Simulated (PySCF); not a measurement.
GeH2OS, neutral, multiplicity 1. Atoms are numbered in the order given.

```xyz
5

Ge     0.4656     0.5194     0.0000
O     -1.1242     1.3548     0.0000
H     -1.9200     0.8103     0.0000
S     -0.3068    -1.6310     0.0000
H      0.9232    -2.1723     0.0000
```

Geometry optimised at B3LYP-D3(BJ)/def2-TZVP. Other conformers were not sampled.

Calculation: B3LYP/def2-TZVPD run with PySCF.

The molecule is in vacuum.

The total energy is -2551.79412 hartree and the point group is Cs. The highest occupied level comes out as -7.28 eV and the lowest empty level is -2.36 eV. The orbital gap is 4.92 eV and the dipole moment is 0.94 D. The quadrupole, principal values (traceless, Buckingham form, about the centre of nuclear charge) is -5.65, 0.39, 5.26 D·Å. The mean static polarisability is 62.2 bohr³ (9.21 Å³) and the polarisability, principal values is 47.7, 57.6, 81.2 bohr³.
